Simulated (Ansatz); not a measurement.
`[Cl][InH][I]` + H₂Se → `[Cl][InH][SeH]` + HI at 700 K and 1 bar (ligand exchange at the In–I bond).

Calculated with Ansatz (gas phase, PBE0-D4/def2-TZVP geometries, no zero-point term in ΔE). CCSD(T)/CBS is the MP2 limit (def2-TZVPP, def2-QZVPP) plus CCSD(T) − MP2 in def2-TZVPP, frozen cores. def2 core potentials past Kr. For I, In, Se outer-core shells are correlated without core-valence functions, which leaves a few kJ/mol of doubt a bond. Scalar relativity is left out up to krypton. One conformer a species, not always the lowest.

| species | CCSD(T)/CBS energy (Eh) | H − E (kJ/mol) | S (J/(mol·K)) |
| --- | --- | --- | --- |
| `[Cl][InH][I]` | -947.72945 | 65.2 | 399.9 |
| H₂Se | -2401.89790 | 61.1 | 251.1 |
| `[Cl][InH][SeH]` | -3051.57859 | 92.5 | 415.2 |
| HI | -298.03592 | 34.6 | 231.7 |

H − E and S are ideal-gas, rigid-rotor, harmonic terms from PBE0-D4/def2-TZVP, for one conformer and one mirror image of each species. 1 Eh = 2625.50 kJ/mol, R = 8.31446 J/(mol·K).

Question: By hand: ΔE, ΔH, ΔS and ΔG.

Answer: ΔE = (-3051.57859) + (-298.03592) − (-947.72945) − (-2401.89790) = 0.01284 Eh = 33.7 kJ/mol. Δ(H − E) = 92.5 + 34.6 − 65.2 − 61.1 = 0.8, so ΔH = 34.5 kJ/mol. ΔS = 415.2 + 231.7 − 399.9 − 251.1 = -4.1 J/(mol·K). ΔG = 34.5 − 700 × (-4.1)/1000 = 37.4 kJ/mol.

Question: By hand: the equilibrium constant, and the temperature at which ΔG would vanish if ΔH and ΔS stayed fixed.

Answer: log₁₀ K = −ΔG/(RT ln 10) = -2.8. ΔH and −TΔS have one sign here, so there is no such temperature. One of them is within its doubt of zero, so this could turn.

The number of gas molecules stays the same, so ΔS is small and ΔH decides. A doubt of 5 kJ/mol in ΔE shifts log₁₀ K by 0.4 here. Other conformers and mirror images would add mixing entropy, several J/(mol·K) or more a flexible species. These are equilibria of isolated gas molecules and say nothing of rates. Largest T1 diagnostic: 0.012 (customary marks: 0.02 for closed shells, 0.045 for open ones).
